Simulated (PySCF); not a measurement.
Gas-phase reaction: SnHCl + 2 SnH4 + 2 Cl = 3 SnH3Cl

Energies from PySCF, thermal terms from the rigid-rotor harmonic-oscillator model, ideal gas at 1 bar. † marks an energy on the PBE0/def2-TZVP geometry and frequencies; other levels use their own. MP2 and CCSD(T) freeze the core. Open shells (unrestricted): Cl (multiplicity 2, electronic degeneracy 6); the rest are closed-shell singlets. Spin-orbit splitting is ignored; it lowers the true energy and changes the entropy of Cl. Sn: scalar-relativistic def2 core potential, no spin-orbit coupling. SnHCl, SnH3Cl: computed as isolated molecules; such fragments, hydroxides, amides, oligomers or adducts are transient or little studied in the gas. MP2 isn't extrapolated to the basis-set limit; its ΔH°(298 K) is -585.6 kJ in def2-SVP and -624.3 kJ in def2-TZVPP. CCSD(T) isn't extrapolated to the basis-set limit; its ΔH°(298 K) is -545.8 kJ in def2-SVP and -588.7 kJ in def2-TZVPP. The harmonic model lacks anharmonicity and excited electronic states, which grow with temperature; levels with a mode under 35 cm⁻¹ are left out.

```
level               ΔE electronic, kJ  ΔH°(298 K), kJ  ΔS°(298 K), J/K  ΔG°(1200 K), kJ
------------------  -----------------  --------------  ---------------  ---------------
CCSD(T)/def2-SVP†                -554            -546             -239             -261
M06-2X/def2-TZVP†                -649            -641             -239             -355
MP2/def2-TZVPP†                  -633            -624             -239             -339
PBE/def2-TZVP†                   -612            -604             -239             -318
PBE0/def2-TZVP                   -617            -609             -239             -323
LDA/def2-TZVP†                   -712            -703             -239             -418
ωB97X-V/def2-TZVP†               -632            -624             -239             -338
```
ΔH° is lowest at LDA/def2-TZVP† and highest at CCSD(T)/def2-SVP†. No reference value is set beside these.
